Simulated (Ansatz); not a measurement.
Ga12P11H32⁻, a nanocrystal cut from zinc blende GaP (hydrogen-capped). Charge -1, multiplicity 1. Geometry PBE-D4/def2-SVP.

```xyz
55

P    -1.878    0.818    3.989
P    -1.570   -4.109    0.116
P    -1.544   -1.512   -3.183
P    -2.028    3.314    1.131
P    -1.897    2.135   -2.297
P    -1.904   -0.444    0.433
P     1.239   -0.799    2.588
P     1.422   -1.992   -0.944
P     1.206    1.883   -0.096
P     1.264    0.670   -3.665
P     4.453    0.226   -1.097
Ga   -2.599   -2.441    1.543
Ga   -2.886    1.227    1.805
Ga    0.180   -0.262    4.695
Ga   -2.763   -0.002   -1.707
Ga    0.816   -4.230   -0.333
Ga    0.872   -1.666   -3.183
Ga   -2.927    3.928   -1.018
Ga    0.328    3.307    1.637
Ga    0.459    2.480   -2.231
Ga    0.450   -0.284    0.377
Ga    3.807   -2.077   -0.693
Ga    3.571    2.125    0.146
H    -1.922    2.075    4.672
H    -2.909    0.168    4.743
H    -1.966   -5.411    0.567
H    -2.298   -4.130   -1.116
H    -1.999   -1.303   -4.526
H    -2.044   -2.844   -3.026
H    -2.646    4.223    2.055
H    -2.288    2.354   -3.660
H     1.522   -2.200    2.568
H     2.580   -0.303    2.608
H     0.822    0.908   -5.009
H     2.666    0.815   -3.910
H     4.375    0.490   -2.503
H     5.883    0.279   -1.001
H    -4.171   -2.632    1.491
H    -1.795   -2.504    2.912
H    -4.453    1.065    1.966
H    -0.237   -1.632    5.371
H     1.062    0.829    5.421
H    -4.309   -0.189   -1.975
H     1.014   -5.199   -1.574
H     1.436   -4.562    1.090
H     1.405   -2.607   -4.334
H    -4.499    3.706   -1.017
H    -2.284    5.289   -1.521
H     0.943    4.764    1.519
H     0.481    2.471    2.991
H     0.917    3.846   -2.878
H     4.149   -2.313    0.838
H     4.439   -2.978   -1.837
H     3.977    1.789    1.644
H     4.076    3.441   -0.580
```

The 6-31G sets use Cartesian d functions. Single mean-field runs in 6-31G, def2-SVP, def2-TZVP are fitted with def2-universal-jkfit.

Estimate the orbital energies around the gap (eV) in Ansatz with HF/6-31G, PBE-D4/def2-TZVP, r2SCAN-D4/def2-TZVP, PBE0-D4/def2-SVP, PBE0-D4/def2-TZVP.


| orbital | HF/6-31G | PBE-D4/def2-TZVP | r2SCAN-D4/def2-TZVP | PBE0-D4/def2-SVP | PBE0-D4/def2-TZVP |
| --- | --- | --- | --- | --- | --- |
| HOMO−13 | -8.24 | -4.45 | -4.74 | -5.52 | -5.56 |
| HOMO−12 | -8.12 | -4.41 | -4.70 | -5.48 | -5.52 |
| HOMO−11 | -8.06 | -4.36 | -4.65 | -5.43 | -5.47 |
| HOMO−10 | -7.89 | -4.25 | -4.54 | -5.30 | -5.34 |
| HOMO−9 | -7.85 | -4.18 | -4.47 | -5.23 | -5.27 |
| HOMO−8 | -7.73 | -4.16 | -4.44 | -5.21 | -5.24 |
| HOMO−7 | -7.65 | -4.06 | -4.34 | -5.10 | -5.14 |
| HOMO−6 | -7.37 | -3.97 | -4.23 | -4.97 | -5.00 |
| HOMO−5 | -7.34 | -3.91 | -4.17 | -4.91 | -4.93 |
| HOMO−4 | -7.27 | -3.86 | -4.12 | -4.85 | -4.89 |
| HOMO−3 | -6.92 | -3.61 | -3.86 | -4.57 | -4.61 |
| HOMO−2 | -6.84 | -3.60 | -3.85 | -4.56 | -4.58 |
| HOMO−1 | -6.60 | -3.42 | -3.66 | -4.36 | -4.39 |
| HOMO | -6.50 | -3.35 | -3.59 | -4.28 | -4.32 |
| LUMO | 4.28 | 0.23 | 0.35 | 1.24 | 0.97 |
| LUMO+1 | 4.34 | 0.63 | 0.80 | 1.51 | 1.33 |
| LUMO+2 | 4.44 | 0.66 | 0.82 | 1.54 | 1.37 |
| LUMO+3 | 4.51 | 0.75 | 0.89 | 1.68 | 1.48 |
| LUMO+4 | 4.70 | 0.80 | 0.97 | 1.78 | 1.52 |
| LUMO+5 | 4.80 | 0.86 | 1.04 | 1.90 | 1.63 |
